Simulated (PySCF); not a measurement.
**Molecular orbitals of InH⁺**

HSE06 at R = 1.859 Å; In def2-TZVPPD with ECP28, H def2-TZVPPD; scalar-relativistic core potentials (PySCF 2.14). State: ²Σ⁺ (doublet), unpaired electrons σ ↑. Only the outer orbitals are listed, counted within each symmetry, core potentials removing the inner ones.

```csv
spin,orbital,occ.,ε (eV),on In (%),main shells (%)
α,3σ,1,-28.24,99,99 In d
α,1δ,1,-28.23,100,100 In d
α,1δ,1,-28.23,100,100 In d
α,2π,1,-28.12,100,100 In d
α,2π,1,-28.12,100,100 In d
α,4σ,1,-17.63,56,"53 In s, 42 H s"
α,5σ,1,-13.43,68,"40 In s, 32 H s, 27 In p"
α,3π,0,-8.32,97,97 In p
α,3π,0,-8.32,97,97 In p
α,6σ,0,-5.44,80,"54 In p, 18 In d, 13 H s"
β,1δ,1,-28.17,100,100 In d
β,1δ,1,-28.17,100,100 In d
β,3σ,1,-28.05,99,99 In d
β,2π,1,-28.03,100,100 In d
β,2π,1,-28.03,100,100 In d
β,4σ,1,-16.29,79,"75 In s, 20 H s"
β,5σ,0,-10.51,64,"40 In p, 36 H s, 22 In s"
β,3π,0,-7.97,98,98 In p
β,3π,0,-7.97,98,98 In p
```

Question: Which are the highest filled and the lowest empty level, where do they sit, and how wide is the gap?

Answer: Highest filled α 5σ at -13.43 eV (in %: 40 In s, 32 H s, 27 In p); lowest empty β 5σ at -10.51 eV (in %: 40 In p, 36 H s, 22 In s); the gap at HSE06 is 2.92 eV.

```json
{
  "bond order (Mayer)": "0.70",
  "⟨S²⟩": "0.764",
  "charge on In (Mulliken, basis-dependent)": "0.98",
  "charge on In (Löwdin, basis-dependent)": "1.13",
  "dipole moment (positive dipole points towards H; it is taken about the centre of mass and depends on that origin)": "0.31 D"
}
```

Spin–orbit coupling is left out. The state was picked by a PBE0 search and need not be the measured ground state.
